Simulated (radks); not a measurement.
The thulium ion Tm4+, 65 electrons, occupied as [Xe] 4f11. Calculated with a radial shooting solver on a logarithmic mesh with Libxc functionals: Dirac Kohn-Sham, PBE, spin-unpolarised, spherical densities, finite nucleus; open shells are shared between the two j in proportion to 2j + 1; Fermi nuclear charge, rms radius 5.2256 fm.

Spin-orbit splittings of the eigenvalues, e(l+1/2) - e(l-1/2), with zeta = 2 splitting/(2l+1) and mean radii in bohr:

2p: occ. 6; splitting (eV) 980.0; zeta (eV) 653.4; <r> j=l-1/2 0.07008; <r> j=l+1/2 0.07747
3p: occ. 6; splitting (eV) 206.9; zeta (eV) 137.9; <r> j=l-1/2 0.2103; <r> j=l+1/2 0.2242
3d: occ. 10; splitting (eV) 45.20; zeta (eV) 18.08; <r> j=l-1/2 0.1973; <r> j=l+1/2 0.2016
4p: occ. 6; splitting (eV) 47.00; zeta (eV) 31.33; <r> j=l-1/2 0.5049; <r> j=l+1/2 0.5363
4d: occ. 10; splitting (eV) 8.608; zeta (eV) 3.443; <r> j=l-1/2 0.5614; <r> j=l+1/2 0.5724
4f: occ. 11; splitting (eV) 1.350; zeta (eV) 0.3857; <r> j=l-1/2 0.7065; <r> j=l+1/2 0.7166
5p: occ. 6; splitting (eV) 6.835; zeta (eV) 4.556; <r> j=l-1/2 1.302; <r> j=l+1/2 1.389
